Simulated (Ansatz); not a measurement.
Species: C7H12, charge 0, multiplicity 1. SMILES: C1CCC(CC1)=C
Geometry from a B3LYP-D3(BJ)/def2-TZVP (Ansatz, an electronic-structure program) optimisation:
```xyz
19

C      2.2683     0.0092     0.6804
C      1.1171     0.0000     0.0154
C      0.3962    -1.2690    -0.3521
C     -1.0451    -1.2603     0.1800
C     -1.7941    -0.0034    -0.2643
C     -1.0446     1.2654     0.1440
C      0.3967     1.2583    -0.3881
H      2.7603     0.9366     0.9483
H      2.7599    -0.9104     0.9746
H      0.9406    -2.1386     0.0196
H      0.3609    -1.3532    -1.4457
H     -1.0190    -1.2984     1.2737
H     -1.5711    -2.1569    -0.1569
H     -1.9089    -0.0189    -1.3542
H     -2.8029     0.0028     0.1558
H     -1.0185     1.3346     1.2362
H     -1.5702     2.1522    -0.2182
H      0.3615     1.3113    -1.4836
H      0.9415     2.1379    -0.0413
```

Parts of the frozen-core correlation energy in cc-pwCVTZ (Ansatz, hartree). Frozen orbitals: 7; correlated occupied orbitals by spin: 20 and 20; virtual: 442 and 442. No spin-orbit coupling. Non-relativistic.

```
term                            value
-------------------------  ----------
reference (HF)             -272.14865
MP2 opposite-spin            -0.92396
MP2 same-spin                -0.27592
CCSD correlation             -1.25843
(T)                          -0.05589
T1 diagnostic                   0.010
largest doubles amplitude       0.060
```
